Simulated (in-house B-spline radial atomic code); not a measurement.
How numerical settings move a run on neutral sulfur, [Ne] 3s2 3p4. Computed with a B-spline radial code for spherical atoms: Dirac-Kohn-Sham PBE, spherical fractional occupations, Fermi nucleus of rms radius 3.2611 fm.

Command:
```bash
python run_scf.py task.json out
```
Settings of the sound reference run:
```
Z                16
electrons        16
configuration    [Ne] 3s2 3p4
hamiltonian      dirac
method           pbe,pbe
spin_polarised   False
nucleus          fermi
rms_radius       3.2611
mass_number      32
atomic_mass      31.97207
speed_of_light   137.036
knot_spacing     0.22
spline_order     8
gauss_points     12
box_radius       50
max_iterations   70
damping          0.5
damped_steps     3
diis_vectors     10
tolerance        1e-08
start            Thomas-Fermi
```

Cost of the run: 0.67 s on 1 thread of Intel(R) Xeon(R) 6975P-C, with other jobs on the host.

It converges in 9 iterations to -399.046502 hartree, with 3p3/2 at -6.98045 eV. The other runs change the listed settings, some to values that make no sense; their results aren't properties of the atom or ion. Radii are in bohr (the nuclear one in fm), a minus after a letter asks for a j subshell, and «unchanged» means within 1e-8 hartree. The run stops when the residual is below 10 × tolerance × max(1, Z/10), or a noise floor if that is larger, and the energy moves by less than 1e-8 × √|E| hartree; so very loose and very tight tolerances often act alike.

```tsv
changed settings	outcome
knot_spacing = 1	converged in 10 iterations, energy +1.16e+00 hartree from the reference, 3p3/2 level -1.2e-01 eV
damping = 0.95	converged in 10 iterations, energy unchanged, 3p3/2 level -1.8e-05 eV
knot_spacing = 0.15	converged in 9 iterations, energy -2.93e-06 hartree from the reference, 3p3/2 level -9.5e-06 eV
knot_spacing = 0.3, box_radius = 25, max_iterations = 50, damping = 0, damped_steps = 8	converged in 15 iterations, energy +4.89e-06 hartree from the reference, 3p3/2 level -9.5e-06 eV
knot_spacing = 0.4	converged in 9 iterations, energy +4.86e-05 hartree from the reference, 3p3/2 level +8.8e-05 eV
box_radius = 15, max_iterations = 100, damping = 0.2	converged in 10 iterations, energy +1.03e-08 hartree from the reference, 3p3/2 level -5.2e-06 eV
max_iterations = 8	not converged after 8 iterations, last residual 2.1e-06, last energy +2.00e-11 hartree from the reference
knot_spacing = 0.3	converged in 9 iterations, energy +4.93e-06 hartree from the reference, 3p3/2 level -1.7e-06 eV
electrons = 17, configuration = [Ne] 3s2 3p4 4s-1, max_iterations = 100	stopped with error: j subshells need the Dirac Hamiltonian and l > 0
gauss_points = 4, max_iterations = 100, damped_steps = 8, start = bare nucleus	converged in 14 iterations, energy +2.65e-07 hartree from the reference, 3p3/2 level -1.3e-05 eV
knot_spacing = 0.55	converged in 10 iterations, energy +1.54e-03 hartree from the reference, 3p3/2 level -7.2e-05 eV
damping = 0.8	converged in 10 iterations, energy unchanged, 3p3/2 level -1.3e-05 eV
max_iterations = 3	not converged after 3 iterations, last residual 3.0e-02, last energy +4.97e-02 hartree from the reference
spline_order = 7, gauss_points = 16, first_knot = 6.25e-05, max_iterations = 3	not converged after 3 iterations, last residual 2.9e-02, last energy +4.97e-02 hartree from the reference
max_iterations = 2	not converged after 2 iterations, last residual 1.2e-01, last energy +7.91e-01 hartree from the reference
damping = 0	converged in 10 iterations, energy unchanged, 3p3/2 level -5.9e-06 eV
```

What happens with knot_spacing = 0.1?

Converged in 10 iterations, energy -3.22e-06 hartree from the reference, 3p3/2 level -1.3e-05 eV.

What happens with box_radius = 7.5, max_iterations = 5, diis_vectors = 1, tolerance = 0.01?

Not converged after 5 iterations, last residual 2.4e-03, last energy +1.65e-03 hartree from the reference.

What happens with knot_spacing = 0.75?

Converged in 9 iterations, energy +1.86e-01 hartree from the reference, 3p3/2 level -4.2e-03 eV.

What happens with max_iterations = 12?

Converged in 9 iterations, energy unchanged.
